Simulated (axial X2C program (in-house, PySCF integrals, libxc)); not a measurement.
# Worked dissociation energy of LiMo: CCSD(T), two-component

Calculated with an in-house all-electron X2C program for linear molecules (integrals from PySCF). Two-component (2c) means X2C with spin–orbit coupling and atomic mean-field two-electron Coulomb and Gaunt terms. Basis: Mo dyall-cv3z [11s12p9d5f3g], Li dyall-cv3z [7s8p2d] (cores contracted in-house); Gaussian nuclei, density fitting, unrestricted open shells. Masses: Mo 97.905 u, Li 7.016 u.

Molecular state: Ω = 5/2 (⟨Sz⟩ = 2.50, ⟨Lz⟩ = 0.00 at HF).

Correlated methods: 15 electrons correlated (number of frozen shells: Mo 3 s, 2 p, 1 d; Li 1 s), 267 virtual spin orbitals or spinors in MP2, 90 natural virtuals in coupled cluster.

| Property | Result |
| --- | --- |
| E(Mo) (2M_J = 6) | -4045.036343 hartree |
| E(Li) (2M_J = 1) | -7.433285 hartree |
| E(LiMo) at Re | -4052.499427 hartree |
| ωe | 312.4 cm⁻¹ |
| ωexe | 3.02 cm⁻¹ |

Problem. Work out De and D0.

Solution. De = -4045.036343 + (-7.433285) − (-4052.499427) = 0.02980 hartree = 0.811 eV. The zero-point energy is ωe/2 − ωexe/4 = 155 cm⁻¹ = 0.019 eV, so D0 = 0.792 eV.

The state is a single determinant with fixed occupations, the lowest that a limited PBE0 search found. De is counted from the lowest determinant-based energies of the atoms at the same level, without counterpoise correction. CCSD and (T) use frozen natural virtuals with an MP2 correction for the truncation; (T) itself is uncorrected, so its De runs slightly low. With several unpaired electrons one determinant need not be a pure state. This is the top spin component of a Σ state; components of lower Ω are not single determinants and can lie lower. The determinant is spin-polarised beyond a pure state at some levels (its spin-free form has ⟨S²⟩ too high), which makes Re and μ there less reliable. The T1 diagnostic is large, a sign of multireference character.

Each atomic determinant is the lowest at this level and need not be a pure J level. Totals compare only within one Hamiltonian and basis.
